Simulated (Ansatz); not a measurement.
Geometry optimisation, RKS B3LYP-D4/def2-mTZVP in Ansatz 0.2.0.

Input file:

```yaml
crystal:
  periodic: [false, false, false]
  atoms:
    - { symbol: B, position_ang: [-0.022316, -0.388185, -0.144437] }
    - { symbol: H, position_ang: [-0.027443, -0.70775, 1.004715] }
    - { symbol: O, position_ang: [1.128094, -0.340927, -0.872559] }
    - { symbol: H, position_ang: [1.916175, -0.560689, -0.363033] }
    - { symbol: O, position_ang: [-1.176961, -0.111268, -0.815166] }
    - { symbol: H, position_ang: [-1.965328, -0.177621, -0.263812] }
    - { symbol: "N", position_ang: [-0.101474, 2.068738, 1.12105] }
    - { symbol: H, position_ang: [0.838981, 2.451341, 1.121308] }
    - { symbol: H, position_ang: [-0.417078, 2.030773, 0.158272] }
    - { symbol: H, position_ang: [-0.04385, 1.099687, 1.474562] }
basis:
  gaussian: { orbitals: def2-mTZVP }
hamiltonian:
  xc: b3lyp
  dispersion: d4
relax:
  f_tol: 0.03
  max_steps: 50
```

Command:

```bash
$ ansatz run input.yaml --threads 2 --pin off --max-ram 3072MiB --backend cpu --events-out ev --progress --plain --runs-dir out
```

**Question.** Where does it end, and by what steps?

**Answer.** The forces met the threshold. The force dipped under the threshold on the way, but the program's further checks kept it going. After 29 steps the energy has fallen by 0.239 eV; H2 moved furthest, 2.19 Å.

| step | energy less start (eV) | largest force component (eV/Å) | accepted |
| --- | --- | --- | --- |
| 0 | 0.0000 | 0.986 | yes |
| 2 | -0.1480 | 0.400 | yes |
| 4 | -0.1734 | 0.499 | yes |
| 6 | -0.1798 | 0.524 | no |
| 8 | -0.1953 | 0.041 | yes |
| 10 | -0.2014 | 0.147 | yes |
| 12 | -0.2072 | 0.162 | yes |
| 14 | -0.2142 | 0.202 | yes |
| 16 | -0.2208 | 0.348 | no |
| 18 | -0.2274 | 0.100 | yes |
| 20 | -0.2304 | 0.126 | yes |
| 22 | -0.2314 | 0.287 | no |
| 24 | -0.2352 | 0.170 | yes |
| 26 | -0.2381 | 0.005 | yes |
| 28 | -0.2204 | 0.647 | no |
| 29 | -0.2393 | 0.026 | yes |

```xyz
10
Properties=species:S:1:pos:R:3
B -0.016 -0.864 -0.362
H -0.077 -1.987 -0.768
O 1.175 -0.252 -0.112
H 1.937 -0.810 -0.301
O -1.138 -0.129 -0.119
H -1.956 -0.599 -0.317
N 0.025 2.758 0.959
H 0.926 2.308 0.813
H -0.661 2.068 0.665
H -0.085 2.871 1.964
```

The run took 57 s on 2 threads of Arm Neoverse V1 (shared host), peak memory 0.18 GiB.
